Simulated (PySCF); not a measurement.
Isomers of C8H7N. Computed, not measured: PySCF, TDDFT CAM-B3LYP/def2-SVPD, vertical, gas phase, core orbitals frozen in the response. Geometries: GFN2-xTB; one conformer of each isolated species. Triplets are in the Tamm–Dancoff approximation. 'Strongest' means the level of largest summed f among the lowest 8 singlets; it needn't be the same kind of state in each.

Question: Rank by computed energy of the strongest computed level, lowest first.
A. `C#C/C(C=C)=C(/C)C#N`
B. `Cc1ccc(C#N)cc1`
C. `c1ccn2cccc2c1`
D. `C=CC(=C)CC#CC#N`
E. `N#CC1=CCC=CC=C1`

Answer: A (4.58 eV), D (5.81 eV), C (5.97 eV), E (6.28 eV), B (6.89 eV).

```tsv
SMILES	strongest (eV)	first f ≥ 0.01 (nm)	HOMO (eV)	α (au)	f (S1)	gap (eV)	S1 mainly
C#C/C(C=C)=C(/C)C#N	4.58	271	-8.21	105.5	0.500	6.83	H→L (95%)
C=CC(=C)CC#CC#N	5.81	214	-8.59	103.4	0.001	8.17	H-2→L+2 (30%)
c1ccn2cccc2c1	5.97	314	-6.61	99.1	0.050	6.88	H→L (95%)
N#CC1=CCC=CC=C1	6.28	252	-8.48	94.7	0.066	7.94	H→L (82%)
Cc1ccc(C#N)cc1	6.89	220	-8.70	96.7	0.001	8.30	H-1→L (50%)
```

H and L stand for HOMO and LUMO.
